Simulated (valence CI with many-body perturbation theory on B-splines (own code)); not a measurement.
**C+: electric-dipole lines**

Computed by configuration interaction combined with many-body perturbation theory (CI+MBPT): three valence electrons over a frozen Dirac-Fock core [He], radial functions for each j: 11 s, 11 p, 9 d, 7 f, 5 g, 2 h, 1 i, with the one-electron correlation potential Σ1 (screened to all orders), the two-electron term Σ2, the three-electron term Σ3, Breit, model QED; selected single and double excitations, second order for the rest (own B-spline code, finite nucleus).

Set against measurement, 29 paired levels are off by 41 cm⁻¹ on average, the worst by 104. These come from a selection out of the NIST Handbook of Basic Atomic Spectroscopic Data. Levels without a partner in it may be off by more.

Lines 51 to 100 of 225 in falling wavelength, among levels below 178567 cm⁻¹, chosen from the strongest by gf and those to the six lowest levels. Wavelengths and rates use the calculated energies, so an error of 40 cm⁻¹ moves a line at 589.8 nm by 0.24 % and its rate by three times that or more. Electric multipoles are in the length gauge, E1 and E2 with the static RPA response of the core. Weak lines are less certain than strong ones. Lines between different terms over intervals too small for the method are left out, as are lines whose strength nearly cancels. The highest levels of a list are the least certain.

Names give the largest LS component (configuration and term), which can be under half, so a name can repeat, a term be missing and a line seem to break the LS rules; names also repeat where a configuration has a term twice.

```csv
λ vac (nm),λ from measured levels,Upper,Lower,A (s⁻¹),S (a.u.) with core polarisation,S without
589.8,589.1,2s2 4p 2P°_3/2,2s2 3d 2D_5/2,3.05e+07,1.23e+01,1.23e+01
589.7,589.1,2s2 4p 2P°_3/2,2s2 3d 2D_3/2,3.38e+06,1.37e+00,1.37e+00
551.0,,2s2 5p 2P°_1/2,2s2 4s 2S_1/2,3.25e+06,5.36e-01,5.36e-01
550.8,,2s2 5p 2P°_3/2,2s2 4s 2S_1/2,3.23e+06,1.07e+00,1.07e+00
483.7,,2s 2p 3s 2P°_1/2,2s2 4s 2S_1/2,1.66e+06,1.85e-01,1.85e-01
483.3,,2s 2p 3s 2P°_3/2,2s2 4s 2S_1/2,1.70e+06,3.78e-01,3.78e-01
478.0,474.9,2s2 3p 2P°_1/2,2s 2p2 2P_3/2,2.48e+04,2.67e-03,2.67e-03
477.8,474.6,2s2 3p 2P°_3/2,2s 2p2 2P_3/2,6.41e+04,1.38e-02,1.38e-02
477.1,473.9,2s2 3p 2P°_1/2,2s 2p2 2P_1/2,6.01e+04,6.45e-03,6.43e-03
476.9,473.7,2s2 3p 2P°_3/2,2s 2p2 2P_1/2,9.04e+03,1.94e-03,1.93e-03
429.9,431.4,2p3 2P°_1/2,2s2 3d 2D_3/2,2.59e+04,2.03e-03,2.04e-03
429.6,431.1,2p3 2P°_3/2,2s2 3d 2D_5/2,2.14e+04,3.35e-03,3.37e-03
429.6,431.1,2p3 2P°_3/2,2s2 3d 2D_3/2,2.31e+03,3.62e-04,3.64e-04
426.3,426.8,2s2 4f 2F°_5/2,2s2 3d 2D_5/2,1.56e+07,3.58e+00,3.58e+00
426.3,426.8,2s2 4f 2F°_7/2,2s2 3d 2D_5/2,2.34e+08,7.15e+01,7.15e+01
426.3,426.8,2s2 4f 2F°_5/2,2s2 3d 2D_3/2,2.18e+08,5.00e+01,5.00e+01
392.4,392.2,2s2 4s 2S_1/2,2s2 3p 2P°_3/2,1.25e+08,7.46e+00,7.46e+00
392.2,392.0,2s2 4s 2S_1/2,2s2 3p 2P°_1/2,6.25e+07,3.73e+00,3.72e+00
357.9,,2s2 5d 2D_3/2,2p3 2D°_3/2,4.36e+03,3.94e-04,3.89e-04
357.9,,2s2 5d 2D_5/2,2p3 2D°_3/2,3.57e+02,4.85e-05,4.79e-05
357.8,,2s2 5d 2D_3/2,2p3 2D°_5/2,5.66e+02,5.12e-05,5.06e-05
357.8,,2s2 5d 2D_5/2,2p3 2D°_5/2,4.49e+03,6.09e-04,6.02e-04
335.4,,2s2 5p 2P°_1/2,2s2 3d 2D_3/2,9.99e+06,3.72e-01,3.72e-01
335.4,,2s2 5p 2P°_3/2,2s2 3d 2D_5/2,9.03e+06,6.73e-01,6.73e-01
335.4,,2s2 5p 2P°_3/2,2s2 3d 2D_3/2,1.00e+06,7.47e-02,7.47e-02
309.3,,2s 2p 3s 2P°_1/2,2s2 3d 2D_3/2,1.36e+06,3.97e-02,3.97e-02
309.1,,2s 2p 3s 2P°_3/2,2s2 3d 2D_5/2,1.18e+06,6.90e-02,6.91e-02
309.1,,2s 2p 3s 2P°_3/2,2s2 3d 2D_3/2,1.32e+05,7.67e-03,7.69e-03
284.8,283.8,2s2 3p 2P°_1/2,2s 2p2 2S_1/2,3.02e+07,6.89e-01,6.89e-01
284.7,283.8,2s2 3p 2P°_3/2,2s 2p2 2S_1/2,3.02e+07,1.38e+00,1.38e+00
274.8,274.8,2s2 4d 2D_3/2,2s2 3p 2P°_3/2,8.75e+06,3.59e-01,3.59e-01
274.8,274.8,2s2 4d 2D_5/2,2s2 3p 2P°_3/2,5.25e+07,3.22e+00,3.23e+00
274.7,274.7,2s2 4d 2D_3/2,2s2 3p 2P°_1/2,4.37e+07,1.79e+00,1.79e+00
251.7,251.3,2p3 2D°_5/2,2s 2p2 2P_3/2,5.58e+07,2.63e+00,2.66e+00
251.6,251.2,2p3 2D°_3/2,2s 2p2 2P_3/2,9.20e+06,2.89e-01,2.92e-01
251.4,251.0,2p3 2D°_3/2,2s 2p2 2P_1/2,4.68e+07,1.47e+00,1.48e+00
240.4,,2s2 5s 2S_1/2,2s2 3p 2P°_3/2,4.92e+07,6.75e-01,6.74e-01
240.3,,2s2 5s 2S_1/2,2s2 3p 2P°_1/2,2.46e+07,3.37e-01,3.37e-01
233.1,232.9,2s 2p2 4P_1/2,2s2 2p 2P°_3/2,6.62e+01,8.27e-07,8.32e-07
233.0,232.8,2s 2p2 4P_3/2,2s2 2p 2P°_3/2,7.47e+00,1.86e-07,1.90e-07
232.8,232.6,2s 2p2 4P_5/2,2s2 2p 2P°_3/2,4.37e+01,1.63e-06,1.65e-06
232.7,232.5,2s 2p2 4P_1/2,2s2 2p 2P°_1/2,5.96e+01,7.42e-07,7.51e-07
232.6,232.4,2s 2p2 4P_3/2,2s2 2p 2P°_1/2,1.60e+00,3.98e-08,4.01e-08
217.6,217.5,2s2 4p 2P°_1/2,2s2 3s 2S_1/2,2.29e+07,2.33e-01,2.33e-01
217.6,217.5,2s2 4p 2P°_3/2,2s2 3s 2S_1/2,2.28e+07,4.63e-01,4.63e-01
213.9,,2s2 5d 2D_3/2,2s2 3p 2P°_3/2,7.10e+06,1.37e-01,1.37e-01
213.9,,2s2 5d 2D_5/2,2s2 3p 2P°_3/2,4.26e+07,1.23e+00,1.23e+00
213.8,,2s2 5d 2D_3/2,2s2 3p 2P°_1/2,3.55e+07,6.86e-01,6.86e-01
193.4,192.9,2s2 4p 2P°_1/2,2s 2p2 2P_3/2,4.89e+06,3.49e-02,3.50e-02
193.4,192.8,2s2 4p 2P°_3/2,2s 2p2 2P_3/2,1.22e+07,1.74e-01,1.75e-01
```
